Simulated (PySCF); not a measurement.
## Atomic charges by several schemes

Species: C3H11NOSi2.
Geometry (GFN2-xTB, Å), atoms numbered from 1 in this order:
```
atom  x, y, z in Å
Si1    2.8676    0.2054    0.7954
O2     1.7028    1.1909    0.2608
Si3    0.6124    1.7340   -0.8077
N4    -0.3920    0.4133   -1.2529
C5    -0.9550   -0.5168   -0.3335
C6    -2.4413   -0.6375   -0.1532
C7    -1.6675   -1.7334   -0.8372
H8     2.8918    0.4432    2.2375
H9     2.5212   -1.1810    0.4803
H10    4.1153    0.5952    0.1408
H11    1.2661    2.1432   -2.0464
H12   -0.0192    2.8248   -0.0620
H13   -0.9462    0.4938   -2.0914
H14   -0.3336   -0.6189    0.5462
H15   -3.0775   -0.0157   -0.7659
H16   -2.8338   -0.8216    0.8348
H17   -1.7896   -1.8433   -1.9046
H18   -1.5303   -2.6691   -0.3175
```

Density: PBE0/pcSseg-1 (PySCF); schemes: Mulliken, IAO, Hirshfeld and ESP-fitted. The structure is a single GFN2-xTB conformer in the gas phase; no vibrational or solvent corrections.

Problem. Give the atomic charges in each scheme.

Solution. In e:

```json
{"atom": "Si1", "environment": "oxygen-bound silicon", "Mulliken": "+0.723", "IAO": "+0.887", "Hirshfeld": "+0.392", "ESP-fitted": "+0.633"}
{"atom": "O2", "environment": "siloxane oxygen", "Mulliken": "-0.731", "IAO": "-0.891", "Hirshfeld": "-0.301", "ESP-fitted": "-0.449"}
{"atom": "Si3", "environment": "oxygen-bound silicon", "Mulliken": "+0.968", "IAO": "+1.123", "Hirshfeld": "+0.425", "ESP-fitted": "+0.689"}
{"atom": "N4", "environment": "silicon-bound nitrogen", "Mulliken": "-0.615", "IAO": "-0.676", "Hirshfeld": "-0.241", "ESP-fitted": "-0.855"}
{"atom": "C5", "environment": "sp3 carbon bound to nitrogen", "Mulliken": "-0.074", "IAO": "-0.013", "Hirshfeld": "+0.006", "ESP-fitted": "+0.231"}
{"atom": "C6", "environment": "three-membered-ring carbon", "Mulliken": "-0.203", "IAO": "-0.321", "Hirshfeld": "-0.103", "ESP-fitted": "-0.317"}
{"atom": "C7", "environment": "three-membered-ring carbon", "Mulliken": "-0.202", "IAO": "-0.307", "Hirshfeld": "-0.097", "ESP-fitted": "-0.342"}
{"atom": "H8", "environment": "Si–H hydrogen", "Mulliken": "-0.126", "IAO": "-0.145", "Hirshfeld": "-0.082", "ESP-fitted": "-0.140"}
{"atom": "H9", "environment": "Si–H hydrogen", "Mulliken": "-0.123", "IAO": "-0.151", "Hirshfeld": "-0.081", "ESP-fitted": "-0.137"}
{"atom": "H10", "environment": "Si–H hydrogen", "Mulliken": "-0.120", "IAO": "-0.148", "Hirshfeld": "-0.081", "ESP-fitted": "-0.127"}
{"atom": "H11", "environment": "Si–H hydrogen", "Mulliken": "-0.155", "IAO": "-0.166", "Hirshfeld": "-0.088", "ESP-fitted": "-0.125"}
{"atom": "H12", "environment": "Si–H hydrogen", "Mulliken": "-0.158", "IAO": "-0.181", "Hirshfeld": "-0.095", "ESP-fitted": "-0.145"}
{"atom": "H13", "environment": "N–H hydrogen", "Mulliken": "+0.183", "IAO": "+0.255", "Hirshfeld": "+0.116", "ESP-fitted": "+0.426"}
{"atom": "H14", "environment": "methine hydrogen", "Mulliken": "+0.133", "IAO": "+0.145", "Hirshfeld": "+0.047", "ESP-fitted": "+0.123"}
{"atom": "H15", "environment": "methylene hydrogen", "Mulliken": "+0.119", "IAO": "+0.144", "Hirshfeld": "+0.043", "ESP-fitted": "+0.133"}
{"atom": "H16", "environment": "methylene hydrogen", "Mulliken": "+0.127", "IAO": "+0.148", "Hirshfeld": "+0.046", "ESP-fitted": "+0.124"}
{"atom": "H17", "environment": "methylene hydrogen", "Mulliken": "+0.124", "IAO": "+0.145", "Hirshfeld": "+0.046", "ESP-fitted": "+0.139"}
{"atom": "H18", "environment": "methylene hydrogen", "Mulliken": "+0.130", "IAO": "+0.151", "Hirshfeld": "+0.048", "ESP-fitted": "+0.138"}
```

Mean size of the charges over all atoms: IAO 0.333 e, ESP-fitted 0.293 e, Mulliken 0.279 e, Hirshfeld 0.130 e. Each set sums to the total charge, 0, to within 0.001 e. The IAO scheme counts the electrons in orthogonalised intrinsic atomic orbitals, a minimal basis polarised so that it spans the occupied orbitals exactly. The Hirshfeld scheme weights the molecular density at each point by an atom's share of the summed free-atom densities.

Lowest charge. The schemes don't all agree: Mulliken O2 (-0.731); IAO O2 (-0.891); Hirshfeld O2 (-0.301); ESP-fitted N4 (-0.855).

Highest charge. All schemes agree: Mulliken Si3 (+0.968); IAO Si3 (+1.123); Hirshfeld Si3 (+0.425); ESP-fitted Si3 (+0.689).

Problem. How closely do the schemes follow one another over all atoms?

Solution. Correlation coefficient and root-mean-square difference: Mulliken with IAO 1.00, 0.081 e; IAO with Hirshfeld 0.99, 0.285 e; Mulliken with Hirshfeld 0.99, 0.212 e; IAO with ESP-fitted 0.93, 0.179 e; Hirshfeld with ESP-fitted 0.93, 0.215 e; Mulliken with ESP-fitted 0.92, 0.151 e.

Problem. How many electrons does the Mulliken scheme count on Si3?

Solution. Z − q = 14 − (+0.968) = 13.032.
